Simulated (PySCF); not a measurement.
Molecule: SMILES P[Si](P)(P)P, H8P4Si.

Bonds (- single, = double, # triple, : aromatic): P1-Si2 2.269 Å, Si2-P3 2.268 Å, Si2-P4 2.268 Å, Si2-P5 2.270 Å. P1 carries H6, H7; P3 carries H8, H9; P4 carries H10, H11; P5 carries H12, H13.

Geometry PBE0-D3(BJ)/def2-SVP throughout; GIAO in PySCF 2.14, gas phase, one conformer, non-relativistic; equivalent atoms averaged; functional PBE0.

Task: How do the absolute shieldings σ depend on the basis set? (ppm; last column core-seconds on shared hosts with different chips, so compare them loosely)

Result: 
```
    basis set  functions  P1/P3/P4/P5    Si2  H6/H7/H8/H9/H10/H11/H12/H13  core-s
       STO-3G         53        709.0  466.7                        32.41     4.2
        6-31G         81        587.9  402.8                        30.58     7.8
     pcSseg-0         81        583.5  360.4                        30.75     8.4
       6-31G*        106        567.1  387.9                        29.80      11
     def2-SVP        130        590.4  399.0                        29.39      13
      cc-pVDZ        130        588.4  408.1                        29.37      17
     pcSseg-1        160        539.7  343.5                        29.18      18
  aug-cc-pVDZ        207        583.5  406.5                        29.26      37
6-311+G(2d,p)        223        530.8  338.5                        29.19      30
    def2-TZVP        233        520.6  328.3                        29.21      34
      cc-pVTZ        282        551.1  359.2                        29.20      59
     IGLO-III        300        539.2  339.0                        29.23      60
     pcSseg-2        327        531.4  339.9                        29.08      77
```

Task: Which nucleus moves most, in ppm?

Result: P1/P3/P4/P5 (phosphorus bonded to Si, 2 H): from 520.6 ppm with def2-TZVP to 709.0 ppm with STO-3G. The smallest spread is 3.33 ppm, at H6/H7/H8/H9/H10/H11/H12/H13.

Task: Taking the largest basis, pcSseg-2 (327 functions), as the yardstick, rank the others by their worst heavy-atom deviation.

Result: 6-311+G(2d,p) 1.4 ppm (223 functions), IGLO-III 7.8 ppm (300 functions), pcSseg-1 8.3 ppm (160 functions), def2-TZVP 11.6 ppm (233 functions), cc-pVTZ 19.7 ppm (282 functions), 6-31G* 48.0 ppm (106 functions), pcSseg-0 52.1 ppm (81 functions), def2-SVP 59.1 ppm (130 functions), 6-31G 62.9 ppm (81 functions), aug-cc-pVDZ 66.7 ppm (207 functions), cc-pVDZ 68.2 ppm (130 functions), STO-3G 177.6 ppm (53 functions).

A small basis that lands close on one nucleus may do so by chance; judge by the trend and by all nuclei.
